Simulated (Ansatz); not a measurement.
CH₅FNOTa, SMILES `[CH3][Ta]([NH2])(=[O])[F]`. Total charge 0; spin multiplicity 1. Correlated methods include outer-core shells of Ta, which these sets cover unevenly. Ta takes the def2 core potential.

Cartesian coordinates in Å:
```
C 1.5425 -0.2060 0.2414
Ta -0.3924 -0.1644 -0.7169
N -1.6675 0.5319 0.6093
O -0.7999 -1.8124 -0.9618
F -0.2380 0.8248 -2.3213
H 2.2832 -0.6155 -0.4550
H 1.5360 -0.8451 1.1279
H 1.8702 0.7955 0.5394
H -2.3888 -0.0122 1.0593
H -1.7452 1.5034 0.8775
```

(1) Give the diagnostics of a CCSD(T)/def2-TZVPP run (frozen core, the Gaussian-basis code of Ansatz). (Estimate.)

## Answers

(1) Ansatz gave: T1 = 0.0197, largest single amplitude 0.035, largest double 0.028, (T) share of the correlation energy 4.4 %, 12 CCSD cycles. The RHF solution is stable towards an unrestricted one. T1 lies under the customary mark of 0.02 for closed shells.
